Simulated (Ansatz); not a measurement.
Program: Ansatz. Geometries: PBE0-D4/def2-TZVP. ΔE: electronic, gas phase. CBS: MP2 limit from def2 TZ/QZ plus the TZ coupled-cluster correction, frozen cores. Functionals use def2-TZVPP. B3LYP here is the variant with VWN-RPA as its local correlation; programs differ in this. Each species was taken in one conformer, which may not be the lowest.

Consider the cleavage of the Si–Si bond: `F[SiH](F)[Si](F)(F)F` + `N[SiH](Cl)Cl` → `F[SiH](F)N[SiH](Cl)Cl` + `F[SiH](F)F`.

Task: Is it downhill or uphill in electronic energy at CCSD(T)/CBS, and by how much? (Estimate.)

Result: Computed: Downhill: ΔE = -117.9 kJ/mol.

Task: What do these levels give: PBE-D4, r2SCAN, B3LYP, MP2/def2-TZVPP, SCS-MP2/def2-TZVPP, CCSD/def2-TZVPP? (Best estimate.)

Result: Ansatz gave: PBE-D4 -90.1, r2SCAN -109.2, B3LYP -102.7, MP2/def2-TZVPP -127.3, SCS-MP2/def2-TZVPP -125.2, CCSD/def2-TZVPP -120.7 kJ/mol.

Largest T1 diagnostic among the species: 0.013.

The D4 term adds −5.1 kJ/mol with B3LYP and −2.9 kJ/mol with PBE0; it sums over pairs of atoms, weighted by their polarisabilities, and B3LYP, whose exchange is more repulsive, gets the larger term. From PBE to PBE0 (25 % exact exchange), in def2-TZVPP and without D4, ΔE moves by −11.4 kJ/mol.
